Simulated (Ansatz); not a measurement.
`F[SiH](F)[SeH]` from Hartree–Fock to CCSD(T)

```json
{"atom": "F1", "x (Å)": "0.1134", "y (Å)": "-1.5045", "z (Å)": "0.8266"}
{"atom": "Si2", "x (Å)": "-0.4661", "y (Å)": "-0.1435", "z (Å)": "0.2570"}
{"atom": "F3", "x (Å)": "-0.2960", "y (Å)": "0.9093", "z (Å)": "1.4297"}
{"atom": "Se4", "x (Å)": "0.6327", "y (Å)": "0.5052", "z (Å)": "-1.5928"}
{"atom": "H5", "x (Å)": "-1.8954", "y (Å)": "-0.3087", "z (Å)": "-0.0525"}
{"atom": "H6", "x (Å)": "1.9114", "y (Å)": "0.5422", "z (Å)": "-0.8681"}
```

Total charge 0; spin multiplicity 1. Correlated methods include outer-core shells of Se, which these sets cover unevenly. Scalar relativity is left out up to krypton. The geometry is a stationary point of PBE0-D4/def2-TZVP. It is one conformer, not always the lowest. Frozen core, restricted reference, Ansatz 0.2.0.

| basis | HF (Eh) | MP2 corr. | CCSD corr. | (T) | CCSD(T) total |
| --- | --- | --- | --- | --- | --- |
| def2-SVP | -2888.41736 | -0.69907 | -0.71695 | -0.01378 | -2889.14809 |
| def2-TZVPP | -2889.09213 | -0.88901 | -0.90463 | -0.02859 | -2890.02535 |
| def2-QZVPP | -2889.15893 | -1.25184 | – | – | – |
